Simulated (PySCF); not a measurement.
Cl₂Cu, doublet, geometry from GFN2-xTB (such geometries of metal compounds can be far from the true shape).

PySCF was given this input:
```python
from pyscf import gto, scf, dft

mol = gto.M(
    atom='''
Cu    0.000000    0.000000    0.000000
Cl   -0.000000   -0.000000   -2.034859
Cl    0.000000    0.000000    2.034859
''',
    basis='cc-pvdz',
    charge=0,
    spin=1,
    verbose=5,
)

mf = dft.ROKS(mol)
mf.xc = 'b3lyp'
mf.kernel()
mf.analyze()
```

Q: What does this run give for the <S^2>, nuclear repulsion energy, number of basis functions, total energy?

A: 
The <S^2> comes out as 0.750 and the nuclear repulsion energy comes out as 293.9933 Eh. The number of basis functions comes out as 79 and the total energy is -2561.1119 Eh.

These values belong to the state on which the SCF converged, which isn't shown to be the lowest.

Q: Roughly what does it cost on one core?

A: around 16 core-seconds (rough).
